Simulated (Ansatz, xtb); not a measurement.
Two structures of GeH6NOP

Structure I is `NP[O][GeH3]`, a singlet and structure II is a singlet given by its coordinates. Both are isolated molecules in the gas phase, relaxed with PBE0-D3(BJ)/pcseg-1; the shapes shown needn't be the lowest conformers.

I (Å):

```xyz
10

Ge   -0.4089   -1.5091   -0.2345
N     0.8990    0.4239    3.1378
O     0.1412   -1.5903    1.4996
P     1.4787   -0.7028    2.0082
H     1.8886   -1.6585    2.9831
H     0.6136    1.3173    2.7531
H     0.2575    0.1103    3.8611
H     0.6878   -2.1002   -1.1313
H    -1.6899   -2.3458   -0.2572
H    -0.6787   -0.0399   -0.5990
```

II (Å):

```
atom    x (Å)    y (Å)    z (Å)
  Ge  -0.0787  -0.8056  -0.2862
   N  -0.2107  -0.7469   1.9774
   O   0.2105  -2.6342  -0.0698
   P  -2.5130  -0.9564  -0.3159
   H   0.4179  -0.1058   2.4583
   H  -1.1548  -0.6238   2.3445
   H   0.0862  -1.7056   2.1716
   H  -0.5924  -3.1696  -0.1176
   H  -2.5365  -1.7350  -1.5133
   H  -2.7478   0.2756  -0.9975
```

Close contacts (Å): Ge1–N2 2.27, Ge1–O3 1.86, Ge1–P4 2.44, N2–H5 1.02, N2–H6 1.02, N2–H7 1.02, O3–H8 0.97, P4–H9 1.43, P4–H10 1.43.

Question: Which of the two would you expect CCSD(T)/def2-SVP + ΔMP2/def2-TZVPP electronic energies to favour?

Answer: Structure II; the calculation gives E(II) − E(I) = −0.045 eV.

How the difference moves with the method:

```tsv
level	geometry	E(II) − E(I) (eV)	departure from the last row (eV)	job, with rough time for the two
PBE0-D3(BJ)/pcseg-1	PBE0-D3(BJ)/pcseg-1	−0.519	−0.474	optimisation, 3.1 min
HF/def2-SVP	PBE0-D3(BJ)/pcseg-1	+0.077	+0.122	part of the CCSD(T) run
MP2/def2-SVP	PBE0-D3(BJ)/pcseg-1	−0.098	−0.053	part of the CCSD(T) run
CCSD(T)/def2-SVP	PBE0-D3(BJ)/pcseg-1	−0.184	−0.139	single point
CCSD(T)/def2-SVP + ΔMP2/def2-TZVPP	PBE0-D3(BJ)/pcseg-1	−0.045		single point, 40 s
```

HF/def2-SVP puts the two in the other order. The largest departure from CCSD(T)/def2-SVP + ΔMP2/def2-TZVPP is that of PBE0-D3(BJ)/pcseg-1, 0.474 eV. Levels run at GFN2-xTB geometries aren't shown. The last row adds to CCSD(T) the change of the MP2 difference between the two basis sets, here +0.139 eV, a large step that makes the value less sure.

With harmonic frequencies from PBE0-D3(BJ)/pcseg-1 (ideal gas, rigid rotor, one conformer each, 400 K, 1 atm): on the last row, ΔE + ΔZPE = +0.077 eV. A mode under 50 cm⁻¹ makes harmonic enthalpies and free energies unreliable, so none is given. The zero-point term alone reverses the order.

The correlated steps freeze 16 core orbitals; the filled d shell of Ge is correlated, in a basis made for valence electrons. Run with Ansatz 0.2.0; the last row on 2 threads of Arm Neoverse V1 on a shared host.
